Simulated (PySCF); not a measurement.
HCl2HfO (SMILES [OH][Hf]([Cl])[Cl]), doublet, at a GFN2-xTB geometry (such geometries of metal compounds can be far from the true shape) (the multiplicity is a formal guess) (core potentials on Hf).

Here is a job for PySCF.
```python
from pyscf import gto, scf, dft

mol = gto.M(
    atom='''
Hf    0.16946100    0.02707656    0.08253510
Cl   -1.37580221   -1.56327809    0.19059445
Cl   -0.11392632    1.79371172   -1.21627630
O     1.47605822   -0.55850046    1.22779791
H     1.31572726   -1.39888069    1.67168072
''',
    basis='def2-svp',
    ecp={'Hf': 'def2-svp'},
    spin=1,
    verbose=4,
    symmetry=True,
)

mf = dft.UKS(mol)
mf.xc = 'b3lyp'
mf.kernel()
mf.analyze()
```

### Question
What does this run give for the total energy, nuclear repulsion energy, dipole moment, <S^2>, number of basis functions, HOMO energy?

### Answer

| Property | Value |
|---|---|
| total energy | -1044.098917 Ha |
| nuclear repulsion energy | 218.5012 Eh |
| dipole moment | 1.74 D |
| <S^2> | 0.751 |
| number of basis functions | 87 |
| HOMO energy | -5.21 eV |

These values belong to the state on which the SCF converged, which isn't shown to be the lowest.

### Question
Roughly what does it cost on one core?

### Answer
around 13 core-seconds (rough).
